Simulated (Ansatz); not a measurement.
Ideal-gas functions of CH5ISn, SMILES `[CH3][SnH2][I]` at 800 K and 1 bar, from an Ansatz frequency run at PBE0-D4/def2-TZVP.

Molar mass 262.67 g/mol, point group Cs (symmetry number 1), electronic degeneracy 1, moments of inertia 63.773, 523.647, 576.258 u Å². Harmonic wavenumbers (cm⁻¹, unscaled): 92, 109, 202, 357, 489, 539, 585, 707, 781, 800, 1227, 1447, 1452, 1945, 1950, 3070, 3167, 3178.

Use S(trans) = R[1.5 ln M + 2.5 ln T − 1.1517]; rotational temperatures θ = 24.2544 K / I; S(rot) = R[ln(√π/σ · √(T³/θAθBθC)) + 1.5]; for each mode x = 1.438777 ν̃/T, S = R[x/(eˣ − 1) − ln(1 − e⁻ˣ)] and H = RT x/(eˣ − 1); 1 cm⁻¹ = 0.0119627 kJ/mol; R = 8.31446 J/(mol·K).

By hand: the entropy, in J/(mol·K).

Translation 198.9. Rotation: θ = 0.3803, 0.0463, 0.0421 K, giving 130.6. Vibration, mode by mode: 23.28, 21.88, 16.78, 12.14, 9.65, 8.89, 8.27, 6.86, 6.14, 5.97, 3.24, 2.37, 2.35, 1.16, 1.15, 0.22, 0.19, 0.18, in all 130.7. Electronic 0.0. Sum 460.2 J/(mol·K).

By hand: H − E and G − E in kJ/mol, counted from the electronic energy.

Zero-point energy ½ × 22097 × 0.0119627 = 132.2; thermal vibration 50.0; translation, rotation and pV give 4 RT = 26.6. H − E = 208.8 kJ/mol, and G − E = 208.8 − 800 × 460.2/1000 = -159.4 kJ/mol.

Vibration gives 28 % of the entropy, 45.2 J/(mol·K) of it from the modes under 150 cm⁻¹: soft modes count most, and the harmonic formula is weakest for them.
